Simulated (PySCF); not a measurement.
C8H9F3S, SMILES FC(c1sc(C(C)C)cc1)(F)F, GFN2-xTB optimised geometry.

```
21

C     -1.28    -2.71     1.31
C     -1.44    -1.91     0.01
C     -1.19    -2.81    -1.21
C     -0.51    -0.74     0.00
C      0.85    -0.74     0.00
C      1.41     0.55     0.00
C      0.46     1.52     0.00
C      0.68     2.99     0.01
F      0.21     3.59     1.12
F      0.07     3.62    -1.02
F      1.98     3.30    -0.07
S     -1.14     0.87     0.00
H     -0.27    -3.11     1.39
H     -1.98    -3.54     1.33
H     -1.47    -2.07     2.17
H     -2.47    -1.53    -0.04
H     -1.91    -3.62    -1.23
H     -1.30    -2.23    -2.13
H     -0.19    -3.23    -1.18
H      1.45    -1.64     0.00
H      2.47     0.76     0.00
```

Density from PBE0/def2-SVP (PySCF 2.14.0) at that geometry.

Minimum of the electron density along straight lines between bonded atoms, close to the bond critical point (lines longer than 1.1 times the sum of covalent radii, or with two minima, are not listed):

| bond | length / Å | ρ at the minimum / e bohr⁻³ | ∇²ρ there / e bohr⁻⁵ | position (fraction from the first atom) |
|---|---|---|---|---|
| C1–C2 | 1.531 | 0.241 | -0.54 | 0.50 |
| C2–C3 | 1.531 | 0.241 | -0.54 | 0.50 |
| C2–C4 | 1.497 | 0.256 | ? | 0.48 |
| C4–C5 | 1.364 | 0.321 | -0.81 | 0.51 |
| C5–C6 | 1.407 | 0.298 | -0.74 | 0.50 |
| C6–C7 | 1.364 | 0.318 | -0.79 | 0.49 |
| C7–C8 | 1.483 | 0.277 | -0.72 | 0.47 |
| C8–F9 | 1.348 | 0.273 | ? | 0.34 |
| C8–F10 | 1.347 | 0.274 | -0.27 | 0.34 |
| C8–F11 | 1.342 | 0.275 | ? | 0.34 |
| C4–S12 | 1.729 | 0.213 | -0.44 | 0.46 |
| C7–S12 | 1.727 | 0.212 | -0.45 | 0.47 |
| C1–H13 | 1.087 | 0.277 | -1.01 | 0.62 |
| C1–H15 | 1.087 | 0.278 | -1.02 | 0.63 |
| C2–H16 | 1.095 | 0.277 | -1.00 | 0.62 |
| C3–H17 | 1.087 | 0.277 | -1.01 | 0.62 |
| C3–H18 | 1.087 | 0.278 | -1.02 | 0.63 |
| C3–H19 | 1.087 | 0.277 | -1.01 | 0.62 |
| C5–H20 | 1.074 | 0.284 | -1.09 | 0.63 |
| C6–H21 | 1.075 | 0.286 | -1.12 | 0.64 |

Task: Fill in the missing entries.

Result: 
- C2–C4, ∇²ρ there / e bohr⁻⁵: -0.60
- C8–F9, ∇²ρ there / e bohr⁻⁵: -0.29
- C8–F11, ∇²ρ there / e bohr⁻⁵: -0.24
